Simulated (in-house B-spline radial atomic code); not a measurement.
Cr¹³⁺. Computed with a B-spline radial atomic code. Model: all-electron spherical atom, spin shells full or empty, radial basis limit, no spin-orbit coupling: exact exchange with a local potential (Slater, KLI or optimised effective potential, whose far tail is KLI's), no correlation.

Empty minority-spin level lies below the highest occupied level: each spin potential is zero at infinity, spin occupations fixed.

The run also made RPA and GW results, which its time includes.

The Slater potential averages the orbital exchange potentials with the orbital densities as weights, KLI adds orbital constants, and the optimised effective potential minimises the exact-exchange energy among local potentials. So their energies lie above Hartree-Fock in the order OEP, KLI, Slater. All fall off as −1/r, unlike LDA and GGA exchange.

Command:
```bash
python run_gw.py task.json out
```
Settings (nuclear radius in fm, other lengths in bohr, energies in hartree):
```
Z                      24
electrons              11
configuration          [Ne] 3s1
hamiltonian            x2c
method                 oep
lmax                   9
rms_radius             3.6452
spin_polarised         True
box_radius             5.53
intervals              96
ion_configuration      [He] 2s2 2p6
```

Run time, properties included: 8.5 s on 1 thread of Arm Neoverse N1, on a shared host.

Given: hamiltonian one-electron scalar X2C; mean-field start exchange-only OEP.

Computed: energy above Hartree-Fock 2.8901 millihartree.

```tsv
radius (bohr)	r times exchange potential up (hartree bohr)	r times exchange potential down (hartree bohr)
0.00208	-0.041955	-0.043909
0.0025	-0.050383	-0.052733
0.003	-0.060377	-0.063198
0.0036	-0.072315	-0.075702
0.00433	-0.086742	-0.090821
0.0052	-0.10377	-0.10868
0.00624	-0.12387	-0.12977
0.00749	-0.1476	-0.15469
0.00899	-0.1754	-0.18395
0.0108	?	?
0.013	-0.24555	-0.25804
0.0156	-0.28746	-0.30257
0.0187	-0.33355	-0.35183
0.0224	-0.38286	-0.40501
0.0269	-0.43455	-0.46151
0.0323	-0.48491	-0.51779
0.0388	-0.52958	-0.56978
0.0466	-0.562	-0.61125
0.0559	-0.57347	-0.63401
0.0671	-0.55576	-0.63072
0.0806	-0.51366	-0.60644
0.0968	-0.49723	-0.60789
0.116	-0.57385	-0.69952
0.139	-0.71711	-0.86244
0.167	-0.85592	-1.0307
0.201	-0.96201	-1.1751
0.241	-1.0254	-1.2844
0.29	-1.0359	-1.3521
0.348	-0.97551	-1.3683
0.418	-0.82263	-1.3392
0.501	-0.67712	-1.2826
0.602	-0.79225	-1.2165
0.723	?	?
0.867	-0.977	-1.105
1.04	-0.99339	-1.0472
1.25	-0.99841	-0.99841
1.5	-1.0005	-0.97112
```

Question: What belongs in the row 0.0108?

Answer: r times exchange potential up (hartree bohr): -0.20785; r times exchange potential down (hartree bohr): -0.21816.

Question: What belongs in the row 0.723?

Answer: r times exchange potential up (hartree bohr): -0.92754; r times exchange potential down (hartree bohr): -1.1558.

```csv
occupied,level (hartree),Hartree-Fock level (hartree)
1s up,-230.79,-236.43
1s down,-231.86,-236.35
2s up,-38.553,-40.167
2s down,-39.644,-40.046
2p up,-34.716,-35.854
2p down,?,?
3s up,-14.101,-14.101
```

Question: What belongs in the row 2p down?

Answer: level (hartree): -35.804; Hartree-Fock level (hartree): -35.804.

| empty | level (hartree) |
| --- | --- |
| 3s down | -14.548 |
| 3p down | ? |
| 3p up | -12.962 |
| 3d down | -12.008 |
| 3d up | -11.39 |
| 4s down | -7.4978 |
| 4s up | -7.3811 |
| 4p down | ? |
| 4p up | -6.9332 |
| 4d down | -6.5178 |
| 4d up | -6.3666 |
| 4f down | -6.2355 |
| 4f up | -6.1466 |

Question: What belongs in the row 3p down?

Answer: level (hartree): -13.43.

Question: What belongs in the row 4p down?

Answer: level (hartree): -7.0577.

The highest level, 3s up, differs from Hartree-Fock by -0.015 eV and the deepest, 1s down, by +122 eV: a local potential can match the highest level but can't give each shell its own exchange.
